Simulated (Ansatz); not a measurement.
propene (C3H6), singlet, at a GFN2-xTB geometry. Base run: B3LYP/6-31G** (Ansatz, a program for electronic structure).

Geometry (Å):
```xyz
9

C      1.2799     0.1235     0.0092
C      0.0083     0.4749     0.0092
H      1.5809    -0.9115    -0.0093
H      2.0746     0.8497     0.0275
H     -0.2666     1.5221     0.0281
C     -1.1357    -0.4824    -0.0154
H     -0.7838    -1.5109    -0.0334
H     -1.7644    -0.3396     0.8633
H     -1.7551    -0.3055    -0.8945
```
Charge 0, spin multiplicity 1.
All else is at Ansatz's defaults.
Base energy -117.91584 Eh.

Each row names what was changed in the base input (with any setting that the change needs).

```
change                                                            ΔE vs base (µEh)
----------------------------------------------------------------  ----------------
base                                                                           0.0
forces = on                                                                   -0.7
final_grid = 6, 12, 29                                                         8.0
final_grid = 4, 8, 17                                                        -38.2
accuracy = high                                                               -0.2
lower_state_search = full                                                      0.0
nuclear_model = gaussian                                                       9.8
final_grid = 14, 28, 59                                                        0.0
point_charge = charge:-1.0 position_ang:-5.067, -1.5259, -1.2703             -3809
fitting.mean_field = cc-pVTZ-JKFIT                                           -38.1
fitting.mean_field = def2-universal-JKFIT                                    -49.7
```
